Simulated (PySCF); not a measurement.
C6H15O, charge +1, singlet, at a GFN2-xTB geometry, with bond 21-7 at 2.4 times its length; CASSCF(2,4)/STO-3G run with PySCF.

The PySCF input:
```python
from pyscf import gto, scf, mcscf, mp
import numpy

mol = gto.Mole()
mol.atom = '''
    C     1.488833   -1.454382   -0.213767
    C     1.393533   -0.105293    0.510796
    C     2.045368    0.993293   -0.326268
    C    -0.038746    0.266421    0.937326
    C    -1.041536    0.411552   -0.193661
    C    -2.353605    1.036482    0.220608
    O    -1.353336   -0.994032   -0.638131
    H     0.941996   -2.239332    0.310735
    H     1.203434   -1.381564   -1.268047
    H     2.529551   -1.772534   -0.227663
    H     1.962160   -0.192825    1.440605
    H     1.590162    1.086575   -1.310251
    H     3.097641    0.768782   -0.473826
    H     1.977052    1.953109    0.177365
    H     0.003442    1.217976    1.466882
    H    -0.420883   -0.474128    1.643267
    H    -0.606805    0.943228   -1.044376
    H    -2.782240    0.505637    1.066217
    H    -2.187717    2.068581    0.513485
    H    -3.068330    1.036768   -0.599245
    H    -2.672426   -1.014698   -2.576922
    H    -0.472899   -1.453814   -0.754338
'''
mol.basis = 'sto-3g'
mol.charge = 1
mol.spin = 0
mol.verbose = 4
mol.build()

mf = scf.RHF(mol)
mf.kernel()
mc = mcscf.CASSCF(mf, 4, 2)
mc.fix_spin_(ss=0.0)
noons, natorbs = mcscf.addons.make_natural_orbitals(mp.MP2(mf).run())
mc.kernel(natorbs)
occ = numpy.linalg.eigvalsh(mc.fcisolver.make_rdm1(mc.ci, mc.ncas, mc.nelecas))[::-1]
ss = mc.fcisolver.spin_square(mc.ci, mc.ncas, mc.nelecas)[0]
print('natural occupations', occ.round(4), ' <S^2>', round(ss, 4))
```

The log (banner, timings and long lists left out):

```
PySCF version 2.14.0

[INPUT] verbose = 4
[INPUT] num. atoms = 22
[INPUT] num. electrons = 58
[INPUT] charge = 1
[INPUT] spin (= nelec alpha-beta = 2S) = 0
[INPUT] symmetry False subgroup None
[INPUT] Mole.unit = angstrom
[INPUT] Symbol           X                Y                Z      unit          X                Y                Z       unit  Magmom
[INPUT]  1 C      1.488833000000  -1.454382000000  -0.213767000000 AA    2.813486615215  -2.748383660497  -0.403961084470 Bohr   0.0
[INPUT]  2 C      1.393533000000  -0.105293000000   0.510796000000 AA    2.633395715544  -0.198974932834   0.965264545523 Bohr   0.0
[INPUT]  3 C      2.045368000000   0.993293000000  -0.326268000000 AA    3.865185343949   1.877051731448  -0.616557163210 Bohr   0.0
[INPUT]  4 C     -0.038746000000   0.266421000000   0.937326000000 AA   -0.073219328422   0.503462723833   1.771289429434 Bohr   0.0
[INPUT]  5 C     -1.041536000000   0.411552000000  -0.193661000000 AA   -1.968217788875   0.777720566017  -0.365966251009 Bohr   0.0
[INPUT]  6 C     -2.353605000000   1.036482000000   0.220608000000 AA   -4.447668855407   1.958667113041   0.416888700888 Bohr   0.0
[INPUT]  7 O     -1.353336000000  -0.994032000000  -0.638131000000 AA   -2.557434394514  -1.878448239054  -1.205892821595 Bohr   0.0
[INPUT]  8 H      0.941996000000  -2.239332000000   0.310735000000 AA    1.780114450436  -4.231724181975   0.587204047317 Bohr   0.0
[INPUT]  9 H      1.203434000000  -1.381564000000  -1.268047000000 AA    2.274160668990  -2.610777583559  -2.396261543076 Bohr   0.0
[INPUT] 10 H      2.529551000000  -1.772534000000  -0.227663000000 AA    4.780158608120  -3.349603806480  -0.430220718697 Bohr   0.0
[INPUT] 11 H      1.962160000000  -0.192825000000   1.440605000000 AA    3.707945012577  -0.364386439969   2.722348903679 Bohr   0.0
[INPUT] 12 H      1.590162000000   1.086575000000  -1.310251000000 AA    3.004970673691   2.053329163799  -2.476015544437 Bohr   0.0
[INPUT] 13 H      3.097641000000   0.768782000000  -0.473826000000 AA    5.853693122224   1.452787429495  -0.895401370698 Bohr   0.0
[INPUT] 14 H      1.977052000000   1.953109000000   0.177365000000 AA    3.736086814024   3.690841101423   0.335171274083 Bohr   0.0
[INPUT] 15 H      0.003442000000   1.217976000000   1.466882000000 AA    0.006504437321   2.301641066293   2.772005237054 Bohr   0.0
[INPUT] 16 H     -0.420883000000  -0.474128000000   1.643267000000 AA   -0.795353600485  -0.895972067988   3.105324579536 Bohr   0.0
[INPUT] 17 H     -0.606805000000   0.943228000000  -1.044376000000 AA   -1.146695261017   1.782442593021  -1.973584611069 Bohr   0.0
[INPUT] 18 H     -2.782240000000   0.505637000000   1.066217000000 AA   -5.257671612810   0.955515448447   2.014858119355 Bohr   0.0
[INPUT] 19 H     -2.187717000000   2.068581000000   0.513485000000 AA   -4.134185968055   3.909051556479   0.970346019072 Bohr   0.0
[INPUT] 20 H     -3.068330000000   1.036768000000  -0.599245000000 AA   -5.798303359787   1.959207574713  -1.132408931515 Bohr   0.0
[INPUT] 21 H     -2.672426000000  -1.014698000000  -2.576922000000 AA   -5.050153228167  -1.917501319144  -4.869676824366 Bohr   0.0
[INPUT] 22 H     -0.472899000000  -1.453814000000  -0.754338000000 AA   -0.893649594581  -2.747310296058  -1.425492225352 Bohr   0.0

nuclear repulsion = 346.287173850506
number of shells = 36
number of NR pGTOs = 150
number of NR cGTOs = 50
basis = sto-3g
ecp = {}

******** <class 'pyscf.scf.hf.RHF'> ********
method = RHF
initial guess = minao
damping factor = 0
level_shift factor = 0
DIIS = <class 'pyscf.scf.diis.CDIIS'>
diis_start_cycle = 1
diis_space = 8
diis_damp = 0
SCF conv_tol = 1e-09
SCF conv_tol_grad = None
SCF max_cycles = 50
direct_scf = True
direct_scf_tol = 1e-13
Set gradient conv threshold to 3.16228e-05
Initial guess from minao.
init E= -307.817433744068
  HOMO = -0.28514125304415  LUMO = -0.131154043089686  gap/eV = 4.19021
cycle= 1 E= -306.410942206819  delta_E= 1.41  |g|= 0.474  |ddm|= 5.27
  HOMO = -0.449357472927929  LUMO = -0.334746154819181  gap/eV = 3.11873
cycle= 2 E= -306.404274103877  delta_E= 0.00667  |g|= 0.586  |ddm|= 1.69
  HOMO = -0.546696043769108  LUMO = -0.302975667201132  gap/eV = 6.63197
cycle= 3 E= -306.527525616659  delta_E= -0.123  |g|= 0.0781  |ddm|= 0.938
  HOMO = -0.542454635676961  LUMO = -0.292458097077785  gap/eV = 6.80275
cycle= 4 E= -306.531239847385  delta_E= -0.00371  |g|= 0.022  |ddm|= 0.197
  HOMO = -0.54727980480402  LUMO = -0.284485739725478  gap/eV = 7.15099
cycle= 5 E= -306.531470789461  delta_E= -0.000231  |g|= 0.0061  |ddm|= 0.037
  HOMO = -0.546155502599934  LUMO = -0.282785441473262  gap/eV = 7.16666
cycle= 6 E= -306.531510904508  delta_E= -4.01e-05  |g|= 0.00224  |ddm|= 0.0183
  HOMO = -0.5462867511436  LUMO = -0.282167298349028  gap/eV = 7.18706
cycle= 7 E= -306.531524061025  delta_E= -1.32e-05  |g|= 0.00101  |ddm|= 0.0135
  HOMO = -0.546310511470006  LUMO = -0.282188656160485  gap/eV = 7.18712
cycle= 8 E= -306.53152753619  delta_E= -3.48e-06  |g|= 0.000526  |ddm|= 0.00729
  HOMO = -0.546289488298985  LUMO = -0.282315492340647  gap/eV = 7.18310
cycle= 9 E= -306.531528638187  delta_E= -1.1e-06  |g|= 0.000152  |ddm|= 0.00557
  HOMO = -0.546270312223005  LUMO = -0.282376535729599  gap/eV = 7.18092
cycle= 10 E= -306.531528711982  delta_E= -7.38e-08  |g|= 4.2e-05  |ddm|= 0.00162
  HOMO = -0.546268154523186  LUMO = -0.282376742388864  gap/eV = 7.18085
cycle= 11 E= -306.531528714853  delta_E= -2.87e-09  |g|= 1.08e-05  |ddm|= 0.000199
  HOMO = -0.546266386257667  LUMO = -0.282376676191886  gap/eV = 7.18080
cycle= 12 E= -306.531528715042  delta_E= -1.89e-10  |g|= 3.14e-06  |ddm|= 5.1e-05
  HOMO = -0.546266173186503  LUMO = -0.282377086613925  gap/eV = 7.18079
Extra cycle  E= -306.53152871505  delta_E= -8.07e-12  |g|= 1.55e-06  |ddm|= 7.96e-06
converged SCF energy = -306.53152871505

******** <class 'pyscf.mp.mp2.RMP2'> ********
nocc = 29, nmo = 50
E(RMP2) = -306.958046986678  E_corr = -0.426518271627529
E(SCS-RMP2) = -307.000186283368  E_corr = -0.468657568317766
E_corr(same-spin) = -0.0498050280406957
E_corr(oppo-spin) = -0.376713243586834

******** <class 'pyscf.mcscf.mc1step.CASSCF'> ********
CAS (1e+1e, 4o), ncore = 28, nvir = 18
max_cycle_macro = 50
max_cycle_micro = 4
conv_tol = 1e-07
conv_tol_grad = None
orbital rotation max_stepsize = 0.02
orbital rotation threshold for CI restart = 0.01
augmented hessian ah_max_cycle = 30
augmented hessian ah_conv_tol = 1e-12
augmented hessian ah_linear dependence = 1e-14
augmented hessian ah_level shift = 1e-08
augmented hessian ah_start_tol = 2.5
augmented hessian ah_start_cycle = 3
augmented hessian ah_grad_trust_region = 3
kf_trust_region = 3
kf_interval = 4
ci_response_space = 4
ci_grad_trust_region = 3
with_dep4 0
natorb = False
canonicalization = True
sorting_mo_energy = False
ao2mo_level = 2
internal_rotation = False
******** <class 'pyscf.fci.addons.SpinPenaltyFCISolver'> ********
max. cycles = 50
conv_tol = 1e-08
davidson only = True
linear dependence = 1e-12
level shift = 0.001
max iter space = 12
nroots = 1
pspace_size = 400
spin = None
CASCI E = -306.651053340449  S^2 = 0.0000000
Set conv_tol_grad to 0.000316228
macro iter   1 ( 21 JK    4 micro), CASSCF E = -306.683652769706  dE = -3.25994293e-02  S^2 = 0.0000000
               |grad[o]|=0.225  |grad[c]|=0.0311  |ddm|=0.0291  |maxRot[o]|=0.137
macro iter   2 ( 15 JK    4 micro), CASSCF E = -306.684736173241  dE = -1.08340353e-03  S^2 = 0.0000000
               |grad[o]|=0.0415  |grad[c]|=0.00121  |ddm|=0.0234  |maxRot[o]|=0.0289
macro iter   3 ( 18 JK    4 micro), CASSCF E = -306.684737149523  dE = -9.76281456e-07  S^2 = 0.0000000
               |grad[o]|=0.000301  |grad[c]|=7.28e-05  |ddm|=0.000343  |maxRot[o]|= 0.19
macro iter   4 (  4 JK    1 micro), CASSCF E = -306.684737151094  dE = -1.57092472e-09  S^2 = 0.0000000
               |grad[o]|=2.99e-05  |grad[c]|=1.81e-05  |ddm|=4.1e-05  |maxRot[o]|=0.000672
1-step CASSCF converged in   4 macro ( 58 JK  13 micro) steps
CASSCF canonicalization
Density matrix diagonal elements [1.20368878e+00 7.93226120e-01 2.16516205e-03 9.19934316e-04]
CASSCF energy = -306.684737151094
CASCI E = -306.684737151094  E(CI) = -1.79630903498276  S^2 = 0.0000000
natural occupations [1.2425 0.7575 0.     0.    ]  <S^2> 0.0
```
